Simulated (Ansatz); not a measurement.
The cluster SnGe₂ was relaxed with r2SCAN-D4 (def2-TZVP) in Ansatz in these states: neutral quintet, neutral singlet, neutral triplet. The geometries follow in no particular order.

In the def2 sets Sn takes a core potential; there is no spin–orbit coupling.

A:

```tsv
atom	x (Å)	y (Å)	z (Å)
Ge1	0.695	-0.119	-1.246
Ge2	0.249	1.249	0.653
Sn3	-0.944	-1.130	0.593
```

B:

Cartesian coordinates in Å:
```
Ge -0.412 0.883 1.308
Ge -0.890 -1.087 -0.152
Sn 1.302 0.204 -1.156
```

C:

| atom | x (Å) | y (Å) | z (Å) |
| --- | --- | --- | --- |
| Ge1 | -1.168 | 1.186 | 0.158 |
| Ge2 | -0.486 | -0.844 | -0.644 |
| Sn3 | 1.654 | -0.343 | 0.486 |

**Question.** Judge from the bond lengths which geometry belongs to which state (an estimate).

**Answer.** A is the neutral triplet (Ge2–Sn3 2.663 Å, Ge1–Ge2 2.383 Å); B is the neutral quintet (Ge2–Sn3 2.734 Å, Ge1–Ge2 2.498 Å); C is the neutral singlet (Ge2–Sn3 2.471 Å, Ge1–Ge2 2.287 Å).

At PBE0-D4/def2-TZVP a singlet lies 0.05 eV below the neutral triplet. At PBE0-D4/def2-TZVP a singlet lies 1.69 eV below the neutral quintet. These are the stationary points nearest to one start from a short search; other shapes may lie lower in each state.
